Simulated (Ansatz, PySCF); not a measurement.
CH3Se, SMILES C[Se], multiplicity 2. Atoms are numbered in the order given.

```xyz
5

C      0.0002     0.0218    -1.5058
Se    -0.0001    -0.0212     0.4256
H      0.8980     0.5095    -1.8812
H     -0.8980     0.5093    -1.8809
H     -0.0001    -1.0193    -1.8393
```
Charge 0, spin multiplicity 2.

The structure is a stationary point at ωB97X-D3(BJ)/def2-TZVP. The isomer is the one that the SMILES or the coordinates give; other isomers of the formula were not compared.

Two levels are set side by side: PBE-D3(BJ)/def2-TZVP (Ansatz, a program for electronic structure) and ωB97X-D3(BJ)/def2-TZVP (PySCF). Each level has its own optimised geometry; the coordinates shown are those of the second. Frequencies come from the Hessian of PySCF at each geometry. Differences are taken from unrounded values.

```tsv
quantity	ωB97X-D3(BJ)
mean bond length (Å)	1.301
bond C1–Se2 (Å)	1.932
bond C1–H3 (Å)	1.089
bond C1–H4 (Å)	1.089
bond C1–H5 (Å)	1.093
highest harmonic wavenumber (cm⁻¹)	3172
mean harmonic wavenumber (cm⁻¹)	1746
zero-point energy (kcal/mol)	22.47
```

Question: What does PBE-D3(BJ) give, and how far is it from ωB97X-D3(BJ)? (The exact figures need the calculation; the answer reports its results.)

Answer: 
```csv
quantity,PBE-D3(BJ),PBE-D3(BJ) minus ωB97X-D3(BJ)
mean bond length (Å),1.310,0.010
bond C1–Se2 (Å),1.949,0.017
bond C1–H3 (Å),1.096,0.007
bond C1–H4 (Å),1.096,0.007
bond C1–H5 (Å),1.101,0.008
highest harmonic wavenumber (cm⁻¹),3072,-100
mean harmonic wavenumber (cm⁻¹),1657,-89
zero-point energy (kcal/mol),21.32,-1.14
```

Exact exchange shortens and stiffens bonds; PBE has none. Differences between two approximate levels are no errors against the true value.
